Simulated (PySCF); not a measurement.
This script is equivalent to a calculation on Li⁺ (lithium, charge +1).

```python
from pyscf import gto, scf, dft, mp, cc
import basis_set_exchange as bse
mol = gto.M(atom="Li 0 0 0", charge=1, spin=0, symmetry="D2h",
            basis=gto.basis.parse(bse.get_basis("cc-pVDZ", elements=["Li"], fmt="nwchem", header=False)))
mf = scf.UHF(mol)
mf.irrep_nelec = {'Ag': (1, 1)}
mf.kernel()
```

Question: What total energy does it give?

Answer: -7.23612 hartree (calculated).

Question: Which occupied shell lies highest, and where?

Answer: 1s, at -75.994 eV.
